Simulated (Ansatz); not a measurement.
CFNSi, SMILES `[C-]#[N+][Si]F` (excited triplet) (charge 0, multiplicity 3). This triplet is an excited state, 2.57 eV above the relaxed singlet at the level frozen-core CCSD(T)/cc-pVTZ // PBE0-D3(BJ)/def2-TZVP (Ansatz, a first-principles code).

Cartesian coordinates (Å):
```xyz
4

C     -1.9397    -0.1290     0.1877
N     -0.7923     0.1098     0.0331
Si     0.8193     0.5789    -0.2198
F      1.9127    -0.5598    -0.0009
```
Charge 0, spin multiplicity 3.

Frozen-core energies in 6-31g from Ansatz at a geometry from PBE0-D3(BJ)/def2-TZVP; the HF reference has <S^2> = 2.02 and the T1 diagnostic is 0.023.

```json
[
 {"level": "HF", "energy (Ha)": "-480.51812"},
 {"level": "MP2", "energy (Ha)": "-480.84752"},
 {"level": "CCSD", "energy (Ha)": "-480.85639"},
 {"level": "CCSD(T)", "energy (Ha)": "-480.86746"}
]
```

Task: Estimate the energies of CCSDT and CCSDT(Q), and give each level's difference from CCSDT(Q).

Result: 
```tsv
level	energy (Ha)	difference from CCSDT(Q) (mHa)
MP2	-480.84752	22.05
CCSD	-480.85639	13.19
CCSD(T)	-480.86746	2.11
CCSDT	-480.86840	1.17
CCSDT(Q)	-480.86957	0.00
```
